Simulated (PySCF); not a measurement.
# Nuclear quadrupole coupling in `CP(c1ccco1)C(F)(F)F`

C₆H₆F₃OP.
Atom-mapped SMILES: `[CH3:1][P:2]([c:3]1[cH:4][cH:5][cH:6][o:7]1)[C:8]([F:9])([F:10])[F:11]` (hydrogens: H12, H13, H14 on C1; H15 on C4; H16 on C5; H17 on C6)

Geometry (GFN2-xTB, Å), atoms numbered from 1 in this order:
```
atom  x, y, z in Å
C1    -1.5522    1.7074   -0.1430
P2    -0.9652    0.3730   -1.2656
C3     0.6162   -0.0128   -0.4698
C4     1.4543   -1.0889   -0.5926
C5     2.5984   -0.7774    0.1744
C6     2.3836    0.4682    0.6815
O7     1.1936    0.9427    0.2921
C8    -1.9146   -1.0332   -0.4154
F9    -1.5318   -2.2290   -0.8802
F10   -3.2324   -0.9267   -0.6374
F11   -1.7530   -1.0687    0.9178
H12   -0.9924    2.6113   -0.3766
H13   -1.4019    1.4430    0.9032
H14   -2.6088    1.8879   -0.3400
H15    1.2605   -1.9870   -1.1431
H16    3.4603   -1.3947    0.3231
H17    2.9783    1.0969    1.3148
```

Field gradients from the PBE0/pcSseg-1 density (PySCF, non-relativistic), principal values in atomic units, ordered |Vxx| ≤ |Vyy| ≤ |Vzz|:

```csv
atom,Vxx,Vyy,Vzz
O7,-0.7091,-0.7303,1.4394
```

Task: Find the asymmetry η = (Vxx − Vyy)/Vzz and the couplings χ = eQV/h (234.96 MHz × Q in barn × V in au), with Q(17O) = −0.0256 b.

Result: 
```json
{"atom": "O7", "environment": "furan-type oxygen", "nucleus": "17O", "η": "0.01", "χzz (MHz)": "-8.66", "χxx (MHz)": "4.27", "χyy (MHz)": "4.39"}
```

The gradient is axial or nearly so (η below 0.05) at O7. The tensor is traceless: Vxx + Vyy + Vzz = 0.

Task: What is Vzz at O7 in SI units (1 au = 9.71736 × 10²¹ V/m²)?

Result: 1.4394 au = 13.988 × 10²¹ V/m².

Task: And the gradient at the other heavy atoms, for which no coupling is worked out here?

Result: 
```csv
atom,environment,Vzz (au),η
C1,sp3 carbon bound to phosphorus,0.134,0.29
P2,phosphine phosphorus,-1.522,0.28
C3,substituted aromatic carbon,0.323,0.76
C4,aromatic CH carbon,0.215,0.21
C5,aromatic CH carbon,0.207,0.24
C6,aromatic CH next to a ring oxygen,-0.333,0.85
C8,CF3 carbon,-0.455,0.01
F9,fluorine of a CF3 group,2.870,0.04
F10,fluorine of a CF3 group,2.867,0.03
F11,fluorine of a CF3 group,2.876,0.02
```

Task: What couplings would deuterons (Q(2H) = 0.00286 b) have in place of the hydrogens, at this geometry?

Result: 
```json
{"atom": "H12", "bonded to": "C1", "bond length (Å)": "1.089", "Vzz (au)": "0.3134", "η": "0.03", "χzz (kHz)": "211"}
{"atom": "H13", "bonded to": "C1", "bond length (Å)": "1.090", "Vzz (au)": "0.3074", "η": "0.02", "χzz (kHz)": "207"}
{"atom": "H14", "bonded to": "C1", "bond length (Å)": "1.090", "Vzz (au)": "0.3102", "η": "0.03", "χzz (kHz)": "208"}
{"atom": "H15", "bonded to": "C4", "bond length (Å)": "1.071", "Vzz (au)": "0.3464", "η": "0.07", "χzz (kHz)": "233"}
{"atom": "H16", "bonded to": "C5", "bond length (Å)": "1.070", "Vzz (au)": "0.3501", "η": "0.06", "χzz (kHz)": "235"}
{"atom": "H17", "bonded to": "C6", "bond length (Å)": "1.072", "Vzz (au)": "0.3401", "η": "0.11", "χzz (kHz)": "229"}
```

Isolated species at its GFN2-xTB geometry (one conformer only). GFN2-xTB bond lengths can be off by several hundredths of an ångström, more for odd bonds, and the gradients follow them. With a basis this small, the couplings can be 20 % off.

These values come from a run that also computed NMR shieldings. Cost: about 2 min of CPU time on one thread; the machine was shared, so the figure is rough.
